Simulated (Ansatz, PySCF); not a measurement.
PySCF was given this input:
```python
from pyscf import gto, scf, dft

mol = gto.M(
    atom='''
Li   -0.000000   -0.000000    0.000000
O     1.564741   -0.337639   -0.978859
H     1.817439    0.064813   -1.812666
H     2.295876   -0.912095   -0.741082
O     0.452575    0.320102    1.792566
H     1.152566    0.882117    2.132048
H     0.050019   -0.081047    2.565925
O    -0.874468    1.501844   -0.707354
H    -1.377065    1.561049   -1.522822
H    -0.943360    2.368963   -0.301872
O    -1.142848   -1.484307   -0.106352
H    -2.071378   -1.531070    0.131856
H    -0.924098   -2.352729   -0.451387
''',
    basis='sto-3g',
    charge=1,
    spin=0,
    verbose=4,
)

mf = dft.RKS(mol)
mf.xc = 'bhandhlyp'
mf.grids.atom_grid = (99, 590)
mf.grids.prune = None
mf.kernel()
```

### Question
Write the same job for Ansatz (a program for electronic structure).

### Answer
This is not unique; one that fits is 
Ansatz 0.2 input:
```yaml
crystal:
  periodic: [false, false, false]
  atoms:
    - {symbol: Li, position_ang: [-0.00000000, -0.00000000, 0.00000000]}
    - {symbol: O, position_ang: [1.56474128, -0.33763891, -0.97885944]}
    - {symbol: H, position_ang: [1.81743891, 0.06481306, -1.81266588]}
    - {symbol: H, position_ang: [2.29587622, -0.91209539, -0.74108161]}
    - {symbol: O, position_ang: [0.45257509, 0.32010193, 1.79256566]}
    - {symbol: H, position_ang: [1.15256609, 0.88211730, 2.13204786]}
    - {symbol: H, position_ang: [0.05001919, -0.08104729, 2.56592516]}
    - {symbol: O, position_ang: [-0.87446830, 1.50184443, -0.70735395]}
    - {symbol: H, position_ang: [-1.37706481, 1.56104858, -1.52282219]}
    - {symbol: H, position_ang: [-0.94335988, 2.36896344, -0.30187222]}
    - {symbol: O, position_ang: [-1.14284807, -1.48430744, -0.10635227]}
    - {symbol: H, position_ang: [-2.07137750, -1.53107049, 0.13185595]}
    - {symbol: H, position_ang: [-0.92409821, -2.35272921, -0.45138705]}
basis:
  gaussian:
    orbitals: STO-3G
hamiltonian:
  xc: {name: BHLYP}
total_charge: 1
accuracy: high
```

Both were run: PySCF gave -308.777232 Eh and Ansatz -308.777233 Eh, 0.001 mEh apart.
